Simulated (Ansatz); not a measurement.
Consider the ligand exchange at the Si–C bond: `C[CH]([SiH3])[GeH3]` + `C1[SiH2][AsH]1` → `[SiH3][As]1C[SiH2]1` + `C[CH2][GeH3]`.

Gas-phase electronic energies from Ansatz, PBE0-D4/def2-TZVP geometries. CCSD(T)/CBS is the MP2 limit (def2-TZVPP, def2-QZVPP) plus CCSD(T) − MP2 in def2-TZVPP, frozen cores. DFT in def2-TZVPP. For As, Ge outer-core shells are correlated without core-valence functions, which leaves a few kJ/mol of doubt a bond. Scalar relativity is left out up to krypton.

```tsv
species	PBE0 energy (Eh)
`C[CH]([SiH3])[GeH3]`	-2448.26011
`C1[SiH2][AsH]1`	-2566.03899
`[SiH3][As]1C[SiH2]1`	-2856.63290
`C[CH2][GeH3]`	-2157.68426
```

**Question.** Work out ΔE.

**Answer.** ΔE = (-2856.63290) + (-2157.68426) − (-2448.26011) − (-2566.03899) = -0.01806 Eh = -47.4 kJ/mol. CCSD(T)/CBS gives -41.9 kJ/mol.

Largest T1 diagnostic among the species: 0.012.
